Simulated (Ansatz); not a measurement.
scandium atom (Sc), doublet.

The Ansatz (a first-principles code) input:
Ansatz 0.2 input:
```yaml
crystal:
  periodic: [false, false, false]
  atoms:
    - {symbol: Sc, position_ang: [0.00000000, 0.00000000, 0.00000000]}
basis:
  gaussian:
    orbitals: STO-3G
hamiltonian:
  xc: {name: B97M-V}
magnetization: {spin_polarized: true, initial_magnetization: 1}
```

Question: What does this run give for the number of basis functions, total energy, <S^2>?

Answer: 
```json
{
  "number_of_basis_functions": "18",
  "total_energy": "-20481.1205 eV",
  "<S^2>": "0.774"
}
```
